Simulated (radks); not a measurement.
Values are calculated unless marked as measured or tabulated.
Problem. Coherent X-ray form factor from a spherical all-electron density. Level of theory: scalar-relativistic Kohn-Sham, r2SCAN, spin-polarised, spherical densities, finite nucleus; meta-GGA in the generalised Kohn-Sham scheme; Fermi nuclear charge, rms radius of each element as measured or else 0.836 A^(1/3) + 0.57 fm (a radial shooting solver on a logarithmic mesh with Libxc functionals).

sin(theta)/lambda (1/angstrom)  f0 (electrons)
0.05                                     6.960
0.1                                      6.843
0.15                                     6.654
0.2                                      6.403
0.25                                     6.101
0.3                                      5.762
0.4                                      5.025
0.5                                      4.288
0.6                                      3.619
0.8                                      2.602
1                                        1.995
1.25                                     1.602
1.5                                      1.397
2                                        1.136

The species is in the configuration that NIST lists as its ground one. Which atom or ion scatters so?

Solution. The magnesium ion Mg5+, [He] 2s2 2p3. Extrapolating in s^2 from the first two rows gives f0(0) = 7.0, near the electron count 7; among species with that count, the fall with angle is slower the higher Z, and the table is that of Z = 12; from so few rows the species is fixed only to a neighbour or two.
